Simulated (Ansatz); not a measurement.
Computed with Ansatz on PBE0-D4/def2-TZVP structures; ΔE is electronic, products minus reactants. CCSD(T)/CBS is the MP2 limit (def2-TZVPP, def2-QZVPP) plus CCSD(T) − MP2 in def2-TZVPP, frozen cores. This one scheme is used for every species. For Ga outer-core shells are correlated without core-valence functions, which leaves a few kJ/mol of doubt a bond. Scalar relativity is left out up to krypton. Each species was taken in one conformer, which may not be the lowest.

Reaction (ligand exchange at a Ga–O bond): `[OH][Ga]([SH])[O][SiH3]` + CH₃OH → `C[O][Ga]([OH])[SH]` + `O[SiH3]`

```json
{"species": "`[OH][Ga]([SH])[O][SiH3]`", "HF/def2-TZVPP energy (Eh)": "-2762.59833"}
{"species": "CH₃OH", "HF/def2-TZVPP energy (Eh)": "-115.09501"}
{"species": "`C[O][Ga]([OH])[SH]`", "HF/def2-TZVPP energy (Eh)": "-2511.47325"}
{"species": "`O[SiH3]`", "HF/def2-TZVPP energy (Eh)": "-366.21048"}
```

Work out ΔE.

ΔE = (-2511.47325) + (-366.21048) − (-2762.59833) − (-115.09501) = 0.00961 Eh = +0.26 eV. CCSD(T)/CBS gives +0.20 eV.

Largest T1 diagnostic among the species: 0.014.

From PBE to PBE0 (25 % exact exchange), in def2-TZVPP and without D4, ΔE moves by +0.04 eV. In def2-TZVPP, CCSD(T) changes the Hartree–Fock value by −0.07 eV (the triples alone add −0.01 eV) and MP2 by −0.08 eV.
